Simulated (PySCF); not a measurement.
Deuteron quadrupole couplings in `CCCC(C)=[Se]`

Compound: C5H10Se.
Cartesian coordinates in Å at the PBE0-D3(BJ)/def2-SVP level; atoms count from 1:
```
atom  x, y, z in Å
C1     2.308   -0.660   -0.061
C2     0.937   -0.264    0.463
C3     0.159    0.614   -0.527
C4    -1.198    0.978   -0.002
C5    -2.301    0.027   -0.328
Se6   -1.453    2.423    0.984
H7     2.923    0.227   -0.278
H8     2.231   -1.245   -0.991
H9     2.852   -1.271    0.674
H10    1.034    0.292    1.409
H11    0.349   -1.168    0.696
H12    0.053    0.069   -1.483
H13    0.740    1.529   -0.721
H14   -3.226    0.257    0.215
H15   -1.993   -1.011   -0.115
H16   -2.505    0.068   -1.413
```

Level: PBE0/pcSseg-1 (PySCF, non-relativistic); Q(2H) = 0.00286 b; rigid geometry, the same for H and D, with no vibrational averaging.

Question: Tabulate Vzz, the asymmetry η and χzz = 234.96 MHz × Q × Vzz for every hydrogen position.

Answer: 
```tsv
atom	bonded to	bond length (Å)	Vzz (au)	η	χzz (kHz)
H7	C1	1.101	0.2900	0.03	195
H8	C1	1.102	0.2902	0.03	195
H9	C1	1.100	0.2931	0.02	197
H10	C2	1.102	0.2820	0.03	190
H11	C2	1.103	0.2840	0.04	191
H12	C3	1.105	0.2800	0.04	188
H13	C3	1.100	0.2851	0.03	192
H14	C5	1.096	0.2934	0.02	197
H15	C5	1.104	0.2857	0.04	192
H16	C5	1.105	0.2847	0.03	191
```

Question: How does χzz go with the bond length over the 10 C–H bonds?

Answer: A straight-line fit has a slope of -8.9 kHz for each 0.01 Å, with a correlation coefficient of -0.75, over lengths from 1.096 to 1.105 Å.

Question: A static deuteron (I = 1) shows a doublet split by (3/2)χ, (3/4)χ(1 + η) and (3/4)χ(1 − η) with the field along z, y and x of the gradient. What are these for H14?

Answer: With |χ| = 197.2 kHz and η = 0.021: 296, 151 and 145 kHz, to first order and without motion.

One conformer (not necessarily the lowest) at the PBE0-D3(BJ)/def2-SVP geometry, without solvent, vibrations or thermal averaging. The calculation is non-relativistic, for selenium too. These gradients aren't converged with respect to the basis.

The run behind these numbers computed NMR shieldings as well. On an x86-64 server with one thread, no GPU, shared host, this took 27 s wall.
